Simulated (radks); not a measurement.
Problem. Cs+, 54 electrons, occupied as [Kr] 4d10 5s2 5p5.75 4f0.25 (fractional occupations, a model configuration). All-electron calculation, Dirac Kohn-Sham, HCTH/407, spin-unpolarised, spherical densities, finite nucleus; open shells fill j = l - 1/2 first; Fermi nuclear charge, rms radius 4.8041 fm. Program: a radial shooting solver on a logarithmic mesh with Libxc functionals.

Spin-orbit splittings of the eigenvalues, e(l+1/2) - e(l-1/2), with zeta = 2 splitting/(2l+1) and mean radii in bohr:

shell  occ.  splitting (eV)  zeta (eV)  <r> j=l-1/2  <r> j=l+1/2
2p        6               ?          ?      0.09401      0.09990
3p        6           67.65      45.10       0.2884       0.3002
3d       10           14.40      5.761       0.2709       0.2746
4p        6           13.83      9.223       0.7192       0.7466
4d       10           2.309     0.9235       0.8270       0.8372
5p     5.75           1.710      1.140        1.981        2.071

Estimate the 2p splitting.

Solution. 352.3 eV (zeta = 234.8 eV).
